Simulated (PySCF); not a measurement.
This PySCF input asks for the NMR shieldings of SMILES FC[C@@H]([SiH3])CCCl, C$_{4}$H$_{10}$ClFSi; the geometry comes from GFN2-xTB.

```python
import basis_set_exchange as bse
import numpy as np
from pyscf import gto, dft
from pyscf.prop import nmr

atoms = """
F     0.968763    1.900355    0.777912
C     0.456868    1.509948   -0.441179
C     0.326815   -0.003500   -0.506471
Si    2.032910   -0.831016   -0.222900
C    -0.707010   -0.521067    0.497506
C    -2.149000   -0.203354    0.130091
Cl   -2.605214   -0.986714   -1.410705
H     1.151705    1.879679   -1.201572
H    -0.502565    2.027841   -0.546545
H    -0.023435   -0.243909   -1.514667
H     1.840681   -2.276379   -0.346133
H     2.944191   -0.343504   -1.259794
H     2.523691   -0.491217    1.109067
H    -0.608354   -1.604403    0.592785
H    -0.505461   -0.080046    1.476824
H    -2.835926   -0.585387    0.885429
H    -2.315657    0.864705   -0.004303
"""
names = dict.fromkeys(["F", "C", "Si", "Cl", "H"], "pcSseg-1")
basis = {el: gto.basis.parse(bse.get_basis(n, elements=[el], fmt="nwchem")) for el, n in names.items()}
mol = gto.M(atom=atoms, basis=basis, charge=0, verbose=0)
mf = dft.RKS(mol, xc="PBE0")
mf.grids.level = 2
mf.grids.alignment = dft.numint.BLKSIZE   # the property module wants whole blocks of grid points
mf.conv_tol = 1e-9
mf.kernel()

calc = nmr.RKS(mf)   # GIAO
C = mf.mo_coeff
Co = C[:, mf.mo_occ > 0]
resp = mf.gen_response(singlet=True, hermi=2)
def vind(x):   # induced exchange potential for any number of trial vectors
    d = np.einsum("pi,xij,qj->xpq", C, 2 * x.reshape(-1, C.shape[1], Co.shape[1]), Co, optimize=True)
    return np.einsum("xpq,pi,qj->xij", resp(d - d.transpose(0, 2, 1)), C, Co, optimize=True).ravel()
mo1, _ = nmr.rhf.solve_mo1(calc, with_cphf=vind)
sigma = calc.kernel(mo1)
for i, s in enumerate(sigma):   # ppm
    w = np.linalg.eigvalsh((s + s.T) / 2)
    print("%2d %-2s iso %8.1f  s11 %8.1f  s22 %8.1f  s33 %8.1f" % (i, mol.atom_pure_symbol(i), w.mean(), *w))
```

Problem. What does it print?

Solution. 
```
 0 F  iso    423.7  s11    385.3  s22    426.1  s33    459.6
 1 C  iso    103.6  s11     65.0  s22     86.0  s33    159.8
 2 C  iso    164.3  s11    153.1  s22    162.7  s33    177.2
 3 Si iso    414.1  s11    377.0  s22    402.3  s33    462.9
 4 C  iso    154.7  s11    146.8  s22    147.5  s33    169.9
 5 C  iso    138.5  s11    103.3  s22    137.7  s33    174.6
 6 Cl iso    880.1  s11    700.0  s22    853.9  s33   1086.4
 7 H  iso     27.0  s11     22.8  s22     26.8  s33     31.4
 8 H  iso     26.7  s11     21.8  s22     28.2  s33     30.3
 9 H  iso     30.1  s11     24.3  s22     30.4  s33     35.5
10 H  iso     28.0  s11     24.2  s22     26.6  s33     33.2
11 H  iso     27.7  s11     24.3  s22     25.3  s33     33.7
12 H  iso     27.7  s11     24.0  s22     26.5  s33     32.6
13 H  iso     30.1  s11     24.1  s22     30.8  s33     35.2
14 H  iso     29.6  s11     24.6  s22     29.4  s33     34.9
15 H  iso     27.9  s11     21.1  s22     27.5  s33     35.0
16 H  iso     27.9  s11     22.2  s22     27.7  s33     33.7
```

These numbers come from an equivalent density-fitted implementation of the same equations, which agrees with the script to about 0.01 ppm for H and up to a few tenths of a ppm for heavy atoms, so last digits may differ.

Problem. Turn these shieldings into chemical shifts. δ = σ(ref) − σ, references computed at the same level: ¹⁹F (170.95 ppm) against CFCl3; TMS for ¹³C (186.93 ppm) and ²⁹Si (349.16 ppm) and ¹H (31.72 ppm); ³⁵Cl (949.78 ppm) against HCl.

Solution. Averaging equivalent atoms: F 0: -252.7; C 1: 83.3; C 5: 48.4; C 4: 32.2; C 2: 22.6; Si 3: -64.9; Cl 6: 70; H 8: 4.98; H 7: 4.70; H 10/11/12: 3.89; H 16: 3.85; H 15: 3.82; H 14: 2.10; H 13: 1.65; H 9: 1.64 ppm. Unscaled 19F shifts against computed CFCl3 carry errors that often reach 10 to 50 ppm.

Size and cost of the density-fitted run: 183 basis functions, 51 s wall time on 1 thread of an Arm Neoverse N1, shared host; peak memory 0.83 GiB.
